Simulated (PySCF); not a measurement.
Atoms are numbered as in `[N:1]#[C:2][C:3]1=[CH:4][CH2:5][C@@H:6]1[F:7]`. Hydrogens are named by the atom that carries them. Ha(C5) is cis to F7 on the ring; Hb(C5) is trans to F7 on the ring.

Method: geometry: GFN2-xTB, shielding tensors at PBE0/pcSseg-1 (GIAO), in PySCF (single conformer, gas phase, non-relativistic Hamiltonian).

δ = σ(ref) − σ, references computed at the same level: ¹³C (σ = 186.93 ppm) and ¹H (σ = 31.72 ppm) vs TMS; NH3 for ¹⁵N (σ = 267.73 ppm); ¹⁹F (σ = 170.95 ppm) against CFCl3.

| atoms | nucleus | count | Hirshfeld charge | δ (ppm) |
| --- | --- | --- | --- | --- |
| F7 | ¹⁹F | 1 | -0.11 | ? |
| Ha(C5) | ¹H | 1 | 0.06 | 2.89 |
| N1 | ¹⁵N | 1 | -0.20 | 328.5 |
| H(C6) | ¹H | 1 | 0.05 | 5.59 |
| C4 | ¹³C | 1 | 0.01 | ? |
| H(C4) | ¹H | 1 | 0.07 | 7.20 |
| C3 | ¹³C | 1 | 0.00 | ? |
| C6 | ¹³C | 1 | 0.07 | 91.8 |
| C2 | ¹³C | 1 | 0.07 | 117.3 |
| Hb(C5) | ¹H | 1 | 0.05 | 2.90 |
| C5 | ¹³C | 1 | -0.07 | 41.7 |

Complete the table.

## Answers


- C4: 164.8 ppm, alkene CH; the olefinic region
- C3: 129.8 ppm, fully substituted alkene carbon; the olefinic region
- F7: -197.4 ppm, fluorine on an sp3 carbon

Shifts are as computed. Against solution values, carbons near 30 ppm lie about +3 ppm off and those near 130 ppm about +5 ppm (rms about the fit 2.1 ppm; single classes can miss by 10 ppm). Of 1328 compounds with measured shifts, 309 miss one by over three times the rms of a fit or turn the order of signals round; such compounds aren't used in these exercises. Signals without a measured value on file couldn't be tested in this way; 1H shifts scatter by 0.2 ppm about their fit, and single ones miss by 0.5 ppm. Unscaled 19F shifts against computed CFCl3 carry errors that often reach 10 to 50 ppm. Experimental scales use liquid or dissolved standards, which lie at an offset from isolated NH3 (liquid NH3: subtract about 20 ppm). Unscaled 15N shifts of sp2 nitrogen often come out too high even then, by a few to some tens of ppm.
